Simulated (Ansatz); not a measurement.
Two isomers of C3H6BNO: A = `CB1COC=N1`, B = `BC1OCC1=N`.

Gas-phase electronic energies from Ansatz, PBE0-D4/def2-TZVP geometries. CCSD(T)/CBS adds triple-zeta CCSD(T) − MP2 to the extrapolated MP2 energy (def2 sets, frozen cores). DFT in def2-TZVPP. B3LYP here is the variant with VWN-RPA as its local correlation; programs differ in this. One conformer a species, not always the lowest.

Question: Which isomer does CCSD(T)/CBS put lower? Give the gap. (Best estimate.)

Answer: Computed: A, by 70.8 kcal/mol.

Question: Give E(B) − E(A) in kcal/mol with ωB97M-V, PBE-D4, B3LYP-D4, r2SCAN-D4, CCSD(T)/def2-TZVPP, MP2/def2-TZVPP, CCSD/def2-TZVPP. (An estimate is asked.)

Answer: Computed: ωB97M-V 71.2, PBE-D4 70.7, B3LYP-D4 70.4, r2SCAN-D4 73.3, CCSD(T)/def2-TZVPP 70.4, MP2/def2-TZVPP 72.7, CCSD/def2-TZVPP 69.7. None reverses the order clearly.

Largest T1 diagnostic: 0.015.

From PBE to PBE0 (25 % exact exchange), in def2-TZVPP and without D4, E(B) − E(A) moves by +1.0 kcal/mol. In def2-TZVPP, CCSD(T) changes the Hartree–Fock value by +0.8 kcal/mol (the triples alone add +0.7 kcal/mol) and MP2 by +3.1 kcal/mol.
